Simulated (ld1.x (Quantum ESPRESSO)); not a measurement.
**Before and after: TM potential for B**

```json
{
 "Element": "B",
 "Generator": "ld1.x (Quantum ESPRESSO) 7.5",
 "Type": "norm-conserving Troullier–Martins (Kleinman–Bylander form)",
 "Functional": "PBE",
 "Relativity": "scalar-relativistic",
 "Frozen core": "[He]",
 "Valence charge": "3",
 "Reference configuration": "2s1.5 2p0 (charge +1.5)",
 "Partial waves": "2s (bound): rc 0.90 bohr; 2p (bound, empty): rc 3.20 bohr",
 "Local potential": "all-electron potential smoothed inside 3.00 bohr (lloc = -1)",
 "Core correction": "a·sin(br)/r model core inside 0.70 bohr"
}
```

Change: wave 2p (bound): rc 3.20 bohr becomes 2p (bound): rc 2.10 bohr.

Cutoffs: the cutoffs (Ry, on a coarse ladder) from which the occupation-weighted sum of valence levels, in a spherical-Bessel basis at the reference potential, stays within 10 and 1 mRy of its value at 400 Ry; they do not see the model core or the augmentation charge, which bear on the density cutoff. Errors are all-electron minus pseudo energies relative to the spin-unpolarised reference configuration.

Task: What does the change do?

Result: The potential gets neither clearly harder nor softer (80 Ry and 180 Ry → 80 Ry and 180 Ry); of the 7 tests that both files solve, the error grows in 0 and shrinks in 5 by more than 15 % and 0.3 meV (median size 125.3 → 46.4 meV); neither file shows a bound ghost. Less of the atom is replaced, so other configurations are described better.

```tsv
quantity	base	changed
cutoff, loose	80 Ry	80 Ry
cutoff, tight	180 Ry	180 Ry
bound ghosts	none	none
error for 2s2 2p1, meV [ΔE -19.43 eV]	+223	+65
error for 2s2 2p0, meV [ΔE -11.21 eV]	+13	+13
error for 2s1 2p0, meV [ΔE 14.21 eV]	+15	+15
error for 2s2 2p1.3, meV [ΔE -20.17 eV]	+256	+64
error for 2s1 2p1, meV [ΔE -5.07 eV]	+125	+41
error for 2s1 2p2, meV [ΔE -13.58 eV]	+356	+71
error for 2s2 2p0.5, meV [ΔE -16.54 eV]	+123	+46
```
